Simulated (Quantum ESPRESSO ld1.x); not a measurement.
Q: The mean radii <r> (bohr) of the occupied orbitals of an atom or ion are listed with their occupations. All-electron calculation, non-relativistic Kohn-Sham, LDA (Slater exchange, Perdew-Zunger correlation), spin-polarised, spherical densities, point nucleus. Program: ld1.x of Quantum ESPRESSO 7.5.

orbital  occ.      <r>
1s up       1  0.04250
1s down     1  0.04250
2s up       1   0.1880
2s down     1   0.1880
2p up       3   0.1620
2p down     3   0.1620
3s up       1   0.5416
3s down     1   0.5415
3p up       3   0.5445
3p down     3   0.5442
3d up       5   0.5489
3d down     5   0.5480
4s up       1    1.415
4s down     1    1.415
4p up       1    1.544

Name the element and its charge. Open shells, if any, are filled with parallel spins first.

A: Z = 36, krypton, charge +5: Kr5+ in [Ar] 3d10 4s2 4p1. The 1s radius gives Z: for a bare nucleus <r> = 1.5/Z, 0.04167 bohr for Z = 36, and screening makes it slightly larger (0.04250 here). The occupations add up to 31, and the charge is Z minus that.
